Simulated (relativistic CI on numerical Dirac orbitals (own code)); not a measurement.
## L2,3 absorption of iron in several valence states

Computed multiplet spectra 2p⁶3dⁿ → 2p⁵3dⁿ⁺¹ (Dirac-Coulomb-Breit ions, Slater integrals scaled by 0.7, an assumed crystal field that grows with the charge, no charge transfer; 300 K; Lorentzian 0.4 eV and Gaussian 0.3 eV FWHM at both edges, so that L2 comes out sharper than in experiment). Peaks over 5 % are given in eV from the highest peak in the L3 region of each spectrum (height, largest 100). S of the lowest state is read from ⟨S²⟩, and the branching ratio is the share of L3, cut at the minimum between the edges.

Field parameters in Wybourne normalisation: Oh B⁴₀ = 21Dq, B⁴₄ = √(5/14) B⁴₀. The field is a parameter set, without covalency.

- Fe²⁺ (d6, Oh, 10Dq = 9000 cm⁻¹): S = 2.00, high spin, branching ratio 0.76; peaks 0.0 (100), 1.1 (61), 2.5 (22), 11.6 (13), 12.7 (34), 15.3 (9)
- Fe³⁺ (d5, Oh, 10Dq = 11600 cm⁻¹): S = 2.50, high spin, branching ratio 0.75; peaks -1.6 (29), 0.0 (100), 1.4 (29), 3.5 (9), 11.5 (16), 13.2 (22), 14.3 (18)
- Fe⁴⁺ (d4, Oh, 10Dq = 14200 cm⁻¹): S = 1.99, high spin, branching ratio 0.67; peaks -1.8 (45), -1.1 (42), 0.0 (100), 1.5 (66), 8.5 (20), 9.9 (33), 10.5 (26), 12.5 (30), 13.5 (41), 14.5 (17)
- Fe⁵⁺ (d3, Oh, 10Dq = 16850 cm⁻¹): S = 1.50, branching ratio 0.60; peaks -1.9 (50), 0.0 (100), 0.9 (89), 3.1 (22), 4.5 (12), 9.3 (22), 10.7 (82), 12.1 (40), 13.2 (63)

The centroid of the whole edge, which also moves with the branching ratio, lies at 713.0 (Fe²⁺), 716.1 (Fe³⁺), 720.1 (Fe⁴⁺), 725.2 (Fe⁵⁺) eV in this ionic model, in steps of 3.1 to 5.1 eV. Compounds show about 1 to 2 eV a unit and lower energies for the high valences, since ligands screen the charge. The multiplet shape follows the d count and the spin state, and so serves as a fingerprint of valence.
